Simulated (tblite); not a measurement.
C₃H₇NSi.
InChI=1S/C3H7NSi/c1-3(5)2-4/h3H,1,5H3/t3-/m0/s1

Level: GFN2-xTB in tblite, geometry and Hessian alike; calculated harmonic values, unscaled, isolated species. The method is semi-empirical: single wavenumbers can be off by several per cent or more. Modes of hydrogen on silicon can be 10 to 20 % off.

Harmonic wavenumbers (cm⁻¹): 108.7, 139.1, 193.2, 223.5, 250.7, 450.3, 510.7, 545.5, 565.3, 682.5, 765.3, 772.4, 783.7, 924.9, 994.9, 1084.3, 1090.7, 1174.0, 1266.8, 1415.0, 1496.8, 1504.2, 2274.0, 2298.5, 2304.4, 2393.7, 2917.0, 3012.4, 3027.6, 3034.4.

A = 5406, B = 2976, C = 2089 MHz; mass 85.035 u (most abundant isotopes); point group C1, symmetry number 1.

What is the zero-point energy?

Half the sum of the wavenumbers: 19102 cm⁻¹ = 228.51 kJ/mol.

Entropy at 500 K, 1 bar (ideal gas, RRHO, classical rotation)?

Translation 175.01, rotation 118.00, vibration 119.10: S = 412.1 J/(mol K).

And Cp and H(500 K) − H(0)?

Cp = 156.82 J/(mol K), of which vibrations give 123.56 (their classical limit is 30 R = 249.4); H(500 K) − H(0) = 48.96 kJ/mol without the zero-point energy, 32.34 from vibrations.

Which modes carry the vibrational entropy at 500 K?

108.7 cm⁻¹: 18.01; 139.1 cm⁻¹: 15.98; 193.2 cm⁻¹: 13.30; 223.5 cm⁻¹: 12.13; 250.7 cm⁻¹: 11.21; 450.3 cm⁻¹: 6.72 J/(mol K); the other 24 give 41.75 together.

How do the functions run with temperature in this model?

```
 T (K)  S (J/(mol K))  Cp (J/(mol K))  H − H(0) (kJ/mol)  G − H(0) (kJ/mol)  ln q(vib)
   150          280.0            72.8               7.59             -34.41       1.16
   250          323.7           100.6              16.27             -64.66       2.64
298.15          342.5           113.4              21.42             -80.70       3.38
   400          379.3           137.3              34.22            -117.50       4.98
   600          442.2           173.0              65.48            -199.83       8.09
   900          519.6           208.7             123.15            -344.52      12.45
```

q(vib) and H(0) count from the zero-point level.

Hindered rotation and anharmonicity are outside this model. The structure is chiral; the term R ln 2 for an equal mix with its mirror image is left out.
